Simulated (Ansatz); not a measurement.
Two isomers of CH8GaNSi: A = `N[CH2][GaH][SiH3]`, B = `C[SiH2][GaH][NH2]`.

Computed with Ansatz on PBE0-D4/def2-TZVP structures; ΔE is electronic, products minus reactants. CCSD(T)/CBS adds triple-zeta CCSD(T) − MP2 to the extrapolated MP2 energy (def2 sets, frozen cores). DFT in def2-TZVPP. B3LYP here is the variant with VWN-RPA as its local correlation; programs differ in this. For Ga outer-core shells are correlated without core-valence functions, which leaves a few kJ/mol of doubt a bond. Scalar relativity is left out up to krypton. Each species was taken in one conformer, which may not be the lowest.

A:

```xyz
12

N     1.7917    0.4485    0.1558
C     0.7214    1.4360    0.1406
Ga   -1.0703    0.5889    0.1699
Si   -1.2394   -1.8044   -0.1361
H     1.7117   -0.1991   -0.6168
H     2.7038    0.8836    0.0865
H     0.7778    2.0413    1.0536
H     0.7580    2.1587   -0.6925
H    -2.3437    1.4888    0.4052
H    -2.5026   -2.2122   -0.8133
H    -1.2016   -2.4860    1.1899
H    -0.1068   -2.3441   -0.9428
```

B:

Z-matrix (Å, degrees):
```
C
Si 1 1.882
H 1 1.092 2 110.8
H 1 1.092 2 111.0 3 -120.1
H 1 1.092 2 110.7 3 120.0
Ga 2 2.405 1 113.0 3 -178.2
H 2 1.494 1 109.0 3 -57.2
H 2 1.493 1 109.5 3 58.7
N 6 1.819 2 117.8 1 -133.8
H 6 1.571 2 127.9 1 46.2
H 9 1.006 6 124.2 2 -178.7
H 9 1.006 6 124.0 2 -0.1
```

Task: Which isomer does CCSD(T)/CBS put lower? Give the gap. (Estimate.)

Result: Ansatz gave: B, by 37.5 kcal/mol.

Task: Give E(B) − E(A) in kcal/mol with MP2/def2-TZVPP, ωB97M-V, B3LYP, PBE-D4, B3LYP-D4, r2SCAN-D4, CCSD/def2-TZVPP. (An estimate is asked.)

Result: Computed: MP2/def2-TZVPP -38.5, ωB97M-V -36.5, B3LYP -36.6, PBE-D4 -35.6, B3LYP-D4 -36.4, r2SCAN-D4 -38.0, CCSD/def2-TZVPP -36.7. None reverses the order clearly.

Largest T1 diagnostic: 0.014.
